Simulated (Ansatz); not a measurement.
Cost and result up the ladder for `OB(O)CCCCc1ccc2ccc3cccc4ccc1c2c34` (42 atoms). Charge 0, multiplicity 1. Geometry: PBE-D4/def2-SVP.

```xyz
42

O     0.800    5.169   -4.005
B     0.372    4.423   -2.929
O     0.481    4.840   -1.620
C    -0.256    2.997   -3.196
C     0.636    1.859   -2.665
C     0.064    0.462   -2.923
C     0.953   -0.690   -2.406
C     1.101   -0.723   -0.902
C     2.239   -0.152   -0.302
C     2.405   -0.109    1.085
C     1.426   -0.648    1.945
C     1.564   -0.622    3.376
C     0.602   -1.157    4.196
C    -0.582   -1.766    3.651
C    -1.585   -2.326    4.473
C    -2.727   -2.915    3.915
C    -2.897   -2.956    2.526
C    -1.923   -2.407    1.663
C    -2.061   -2.431    0.233
C    -1.101   -1.893   -0.589
C     0.092   -1.280   -0.063
C     0.255   -1.245    1.367
C    -0.747   -1.804    2.223
H     1.192    6.028   -3.766
H     0.898    5.713   -1.506
H    -0.440    2.862   -4.283
H    -1.248    2.941   -2.695
H     0.801    1.999   -1.575
H     1.645    1.924   -3.134
H    -0.944    0.389   -2.458
H    -0.092    0.327   -4.016
H     1.962   -0.592   -2.861
H     0.548   -1.655   -2.774
H     3.020    0.272   -0.953
H     3.309    0.347    1.520
H     2.467   -0.160    3.804
H     0.721   -1.130    5.290
H    -1.455   -2.295    5.567
H    -3.496   -3.347    4.574
H    -3.796   -3.419    2.089
H    -2.961   -2.897   -0.198
H    -1.245   -1.934   -1.677
```

Ansatz on 2 threads of AMD EPYC 7R13 on a shared host and a share (18 GiB) of an NVIDIA H100 80GB HBM3. Times are rough, and most runs start from the orbitals of an earlier one. PBE0-D4/def2-TZVP serves as the yardstick here, not as an exact answer. Differences are given only for rows in sets of like size (and for xTB, whose basis is part of the method), since another set adds its own error. Binding counts from free atoms at the same level (O triplet, B doublet, C triplet, H doublet; other spins of the atoms weren't run), without zero-point energy or a counterpoise term.

B3LYP takes the VWN-RPA correlation. Correlated methods freeze 23 core orbitals. The rows differ in basis, and correlated rows in double-zeta sets carry the largest basis error. Single mean-field runs in def2-SVP, def2-TZVP are fitted with def2-universal-jkfit.

Run but left out: HF/6-31G (restricted singlet, unstable in another Hartree–Fock run and untested here).

Correlated methods converge slowly with the basis, most of all in double-zeta sets.

| level | functions | wall time | binding energy per atom (eV) | difference from PBE0-D4/def2-TZVP (eV) | remarks |
| --- | --- | --- | --- | --- | --- |
| PBE0-D4/def2-SVP | 417 | 2.7 s | 5.28 | – | – |
| PBE-D4/def2-SVP | 417 | 3 s | 5.39 | – | – |
| B3LYP-D4/6-31G | 245 | 3.3 s | 5.01 | – | – |
| MP2/def2-SVP | 417 | 5 s | 5.07 | – | restricted SCF unstable |
| B3LYP-D4/def2-TZVP | 827 | 5.5 s | 5.11 | -0.09 | – |
| PBE-D4/def2-TZVP | 827 | 7 s | 5.30 | 0.11 | – |
| B97M-V/def2-TZVP | 827 | 7.5 s | 5.13 | -0.07 | – |
| PBE0-D4/def2-TZVP (with forces) | 827 | 8 s | 5.20 | 0.00 | – |
| r2SCAN-D4/def2-TZVP | 827 | 8 s | 5.15 | -0.05 | – |
